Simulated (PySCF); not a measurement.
## Excitation energy of S by level of theory

S [Ne] 3s2 3p4 (3P) → S [Ne] 3s2 3p3 3d1 (5D), as a difference of total energies. Calculation: PySCF 2.14, in aug-cc-pVTZ-DK; the spin-free X2C one-electron Hamiltonian (Gaussian nucleus). Correlated levels: valence: [Ne] frozen. The calculations carry no spin-orbit coupling.

| method | excitation energy (eV) |
| --- | --- |
| UHF | 8.739 |
| LDA | 9.310 |
| PBE | 9.156 |
| PBE0 | 9.237 |
| r2SCAN | 9.272 |
| CAM-B3LYP | 9.579 |
| HSE06 | 9.231 |
| LC-wPBE | 9.522 |
| BHandHLYP | 9.530 |
| MP2 (valence) | 9.292 |
| SCS-MP2 (valence) | 9.476 |

Errors of the correlated levels include the incompleteness of this basis and the frozen core.

The promoted electron is Rydberg-like, and one or two diffuse shells describe it only roughly, which tends to raise the upper state.

In the upper state the promoted electron has a positive orbital energy at LDA, PBE, PBE0, r2SCAN, CAM-B3LYP, HSE06, BHandHLYP, so the basis confines it.

Q: Which method comes closest to the reference value, and which is furthest?

A: The reference is 8.392 eV (measured; NIST levels, between the centres of gravity of the two terms). Closest: UHF (error 0.347 eV); furthest: CAM-B3LYP (error 1.187 eV).
